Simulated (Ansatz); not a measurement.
Phenacyltetrahydrothiophenium (C12H15OS⁺). Total charge 1; triplet. Geometry PBE-D4/def2-SVP, that of the charge +1 singlet; atoms count from 1.

Cartesian coordinates in Å:
```
O 0.3285 1.1129 1.5735
C -0.4871 0.5810 0.8162
C -0.0660 0.4561 -0.6588
S 1.5068 1.3868 -0.7731
C 2.0691 0.9367 -2.4859
C 2.9034 -0.3367 -2.3409
C 3.7161 -0.1678 -1.0517
C 2.7435 0.2642 0.0477
C -1.8002 0.0681 1.2313
C -2.1688 0.2142 2.5911
C -3.4070 -0.2570 3.0325
C -4.2857 -0.8793 2.1264
C -3.9275 -1.0308 0.7751
C -2.6904 -0.5584 0.3257
H -0.7746 0.9508 -1.3547
H 0.0838 -0.5932 -0.9872
H 1.1802 0.8629 -3.1412
H 2.6731 1.8069 -2.8120
H 2.2447 -1.2289 -2.2787
H 3.5493 -0.4748 -3.2310
H 4.5035 0.6014 -1.1920
H 4.2283 -1.1028 -0.7481
H 2.1600 -0.5718 0.4782
H 3.1828 0.8466 0.8786
H -1.4639 0.7045 3.2783
H -3.6954 -0.1407 4.0877
H -5.2613 -1.2491 2.4764
H -4.6189 -1.5180 0.0721
H -2.4263 -0.6837 -0.7357
```

At PBE0-D4/def2-SVP a singlet of charge 1 lies 3.29 eV below the triplet at the same geometry.

(1) Estimate the Mulliken populations from the PBE0/def2-SVP orbitals of Ansatz.

(2) Where does the spin sit?

(3) And the Mayer bond orders between heavy atoms (over 0.3)?

Answers

(1) 
```
atom  charge (e)  spin (α − β)
  O1       -0.25          0.36
  C2        0.04          0.12
  C3       -0.15         -0.02
  S4        0.16          0.00
  C5       -0.13          0.00
  C6       -0.09          0.00
  C7       -0.09          0.00
  C8       -0.10          0.00
  C9        0.04          0.51
 C10        0.01          0.49
 C11       -0.01         -0.28
 C12        0.01          0.65
 C13        0.05          0.24
 C14       -0.06         -0.02
 H15        0.14          0.01
 H16        0.13          0.01
 H17        0.13          0.00
 H18        0.14          0.00
 H19        0.08          0.00
 H20        0.11          0.00
 H21        0.10          0.00
 H22        0.11          0.00
 H23        0.13          0.00
 H24        0.16          0.00
 H25        0.08         -0.02
 H26        0.07          0.01
 H27        0.08         -0.03
 H28        0.08         -0.01
 H29        0.04          0.00
```
Mulliken values depend strongly on the basis.

(2) Summed by element: O 0.36, C 1.69, S 0.00, H -0.05, of 2 unpaired in all. Largest on single atoms: C12 0.65, C9 0.51, C10 0.49.

(3) O1–C2 1.84 (1.23 Å); C2–C3 0.94 (1.54 Å); C2–C9 1.24 (1.47 Å); C3–S4 0.94 (1.83 Å); S4–C5 0.92 (1.86 Å); S4–C8 0.90 (1.86 Å); C5–C6 1.03 (1.53 Å); C6–C7 1.04 (1.53 Å); C7–C8 1.03 (1.53 Å); C9–C10 1.01 (1.42 Å); C9–C14 1.18 (1.42 Å); C10–C11 1.48 (1.40 Å); C11–C12 1.28 (1.41 Å); C12–C13 1.07 (1.41 Å); C13–C14 1.58 (1.40 Å).
